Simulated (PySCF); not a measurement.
BiMe3, C3H9Bi.
Bonds: Bi1–C2, Bi1–C6, Bi1–C10. Hydrogens: H3, H4, H5 on C2; H7, H8, H9 on C6; H11, H12, H13 on C10.

Computed by this run: PySCF, PBE0-D3(BJ)/def2-SVP geometry optimisation, gas phase, def2 core potentials past Kr; density fitting, grid level 1; the optimiser is geomeTRIC in internal coordinates, started from a GFN2-xTB structure with every atom displaced at random (about 0.03 Å).

Step 0: E = -9091.4726 eV
```
atom  x, y, z in Å  |  force x, y, z in eV/Å
Bi1     0.0727   -0.0697    1.3256   -0.903   1.098  -0.192
C2      1.8650   -0.0159    0.0243    0.009  -1.043   0.177
H3      2.4679    0.8143    0.2776    1.103   1.110   0.796
H4      1.6990    0.1055   -1.0171   -0.826   0.043  -1.432
H5      2.4094   -0.9535    0.1301    0.367  -0.206   0.258
C6     -0.9511    1.6449    0.0402    0.992  -0.122   1.113
H7     -0.7716    1.3807   -0.9950   -0.200  -0.240  -0.512
H8     -0.4297    2.6026    0.2391   -0.221  -0.241   0.097
H9     -2.0043    1.7109    0.3173   -0.235   0.024  -0.131
C10    -0.9496   -1.6344    0.0920   -0.431   0.599  -1.462
H11    -2.0410   -1.6258    0.2251    0.020  -0.049   0.347
H12    -0.5372   -2.5929    0.3707    0.147  -0.695  -0.014
H13    -0.7987   -1.4190   -1.0077    0.179  -0.277   0.955
```

Step 1: E = -9091.7033 eV
```
atom  x, y, z in Å  |  force x, y, z in eV/Å
Bi1     0.0213    0.0101    1.2968    0.194  -0.427   0.022
C2      1.9102    0.0095    0.0059    0.063  -0.005  -0.105
H3      2.5487    0.8612    0.2893   -0.031  -0.065   0.068
H4      1.6827    0.0943   -1.0699   -0.171  -0.011   0.130
H5      2.4645   -0.9276    0.1675   -0.004   0.042   0.069
C6     -0.9321    1.6221    0.0674    0.144   0.158  -0.105
H7     -0.7725    1.3392   -0.9817   -0.197   0.111  -0.042
H8     -0.4253    2.5751    0.2748   -0.082   0.037  -0.018
H9     -1.9967    1.6921    0.3218   -0.059   0.051  -0.120
C10    -0.9925   -1.6346    0.0672    0.005   0.095  -0.016
H11    -2.0816   -1.6203    0.2223    0.034   0.010   0.158
H12    -0.5897   -2.6140    0.3618   -0.023  -0.003  -0.018
H13    -0.8063   -1.4591   -1.0010    0.128   0.007  -0.022
```

Step 2: E = -9091.7271 eV
```
atom  x, y, z in Å  |  force x, y, z in eV/Å
Bi1     0.0342   -0.0131    1.2945   -0.119   0.157  -0.101
C2      1.9109   -0.0185    0.0099    0.126   0.101  -0.122
H3      2.5547    0.8308    0.3017   -0.112  -0.132  -0.062
H4      1.6442    0.0690   -1.0587    0.009  -0.006   0.200
H5      2.4643   -0.9565    0.1721   -0.037   0.038   0.004
C6     -0.9454    1.6553    0.0591    0.175  -0.215   0.067
H7     -0.8192    1.4047   -1.0039   -0.054   0.027   0.010
H8     -0.4485    2.6102    0.2749    0.013   0.033   0.022
H9     -2.0119    1.7299    0.3106   -0.018  -0.016  -0.005
C10    -0.9661   -1.6445    0.0651   -0.014  -0.052   0.051
H11    -2.0513   -1.6290    0.2442    0.027  -0.002   0.030
H12    -0.5634   -2.6284    0.3509   -0.021   0.054  -0.006
H13    -0.7719   -1.4619   -0.9983    0.027   0.013  -0.087
```

Q: Estimate the geometry and energy of step 3. (The exact step hangs on the optimiser's Hessian estimate; all steps are aligned on step 2, rigid shifts and turns removed.)

A: E = -9091.7318 eV, largest force 0.090 eV/Å
```
atom  x, y, z in Å  |  force x, y, z in eV/Å
Bi1     0.0305   -0.0070    1.2909   -0.049   0.039   0.058
C2      1.9037   -0.0177    0.0108    0.083   0.023  -0.029
H3      2.5449    0.8304    0.2950   -0.024  -0.027  -0.028
H4      1.6266    0.0654   -1.0505    0.000  -0.002   0.038
H5      2.4548   -0.9547    0.1768   -0.009   0.006  -0.004
C6     -0.9360    1.6452    0.0600    0.049  -0.039   0.001
H7     -0.8189    1.4016   -1.0050   -0.018   0.018  -0.010
H8     -0.4414    2.6021    0.2779   -0.007   0.010   0.002
H9     -2.0032    1.7192    0.3108   -0.007   0.002   0.004
C10    -0.9619   -1.6380    0.0622   -0.003  -0.028  -0.036
H11    -2.0455   -1.6234    0.2466    0.002  -0.005  -0.003
H12    -0.5583   -2.6191    0.3507   -0.001   0.007  -0.001
H13    -0.7646   -1.4562   -1.0038   -0.014  -0.004   0.009
```

The energy changes by -0.0047 eV. The first-order estimate −F·Δx gives -0.0088 eV and the mean of the old and new forces, exact on a quadratic surface, -0.0048 eV. The step makes an angle of 65° with the force vector and moves no atom by more than 0.020 Å.

The cost below is that of the whole optimisation. Hardware: Arm Neoverse V2, one thread, shared host with 96 logical CPUs at a one-minute load of 50. Cost: 29 s wall, 0.47 GiB resident at most.
